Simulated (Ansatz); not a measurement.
Consider the formal exchange of groups at a C–O bond: `OCOCO` + `NBCl` → `NB(Cl)CO` + `OCO`.

Computed with Ansatz on PBE0-D4/def2-TZVP structures; ΔE is electronic, products minus reactants. CCSD(T)/CBS adds triple-zeta CCSD(T) − MP2 to the extrapolated MP2 energy (def2 sets, frozen cores). This one scheme is used for every species. Functionals use def2-TZVPP. B3LYP here is the variant with VWN-RPA as its local correlation; programs differ in this. Each species was taken in one conformer, which may not be the lowest.

`OCOCO`:

```xyz
11

O     0.094    1.211   -1.427
C     0.335   -0.141   -1.194
O    -0.604   -0.739   -0.332
C    -0.708   -0.141    0.924
O     0.498   -0.126    1.634
H     0.573    1.730   -0.777
H     0.218   -0.667   -2.141
H     1.347   -0.291   -0.802
H    -1.012    0.906    0.839
H    -1.486   -0.706    1.445
H     0.745   -1.035    1.830
```

`NBCl`:

Z-matrix (Å, degrees):
```
N
B 1 1.383
H 1 1.006 2 123.2
H 1 1.005 2 122.2 3 -180.0
Cl 2 1.768 1 119.7 3 -0.0
H 2 1.191 1 121.5 3 180.0
```

`NB(Cl)CO`:

```xyz
10

N    -0.870   -1.243   -0.014
B    -0.683    0.076   -0.384
Cl   -1.991    0.968   -1.190
C     0.687    0.803   -0.113
O     1.603    0.021    0.653
H    -1.711   -1.766   -0.183
H    -0.105   -1.760    0.390
H     0.530    1.793    0.336
H     1.177    1.002   -1.074
H     1.363    0.106    1.579
```

`OCO`:

Cartesian coordinates in Å:
```
O -0.952 -0.429 0.628
C 0.193 0.270 0.241
O 0.613 -0.045 -1.053
H -1.665 -0.183 0.030
H 0.951 0.018 0.991
H 0.030 1.353 0.236
H 0.831 -0.982 -1.073
```

```tsv
level	ΔE (kcal/mol)	difference from CCSD(T)/CBS
PBE-D4	-10.3	0.2
r2SCAN-D4	-9.7	0.8
ωB97M-V	-10.0	0.5
PBE	-10.1	0.4
r2SCAN	-9.7	0.8
B3LYP	-9.4	1.1
HF/def2-TZVPP	-7.8	2.7
MP2/def2-QZVPP	-10.9	-0.4
SCS-MP2/def2-QZVPP	-10.0	0.5
HF/CBS(def2)	-7.8	2.7
CCSD(T)/CBS	-10.5	0
```

Largest T1 diagnostic among the species: 0.012.

In def2-TZVPP, CCSD(T) changes the Hartree–Fock value by −1.7 kcal/mol (the triples alone add +0.2 kcal/mol) and MP2 by −2.6 kcal/mol.
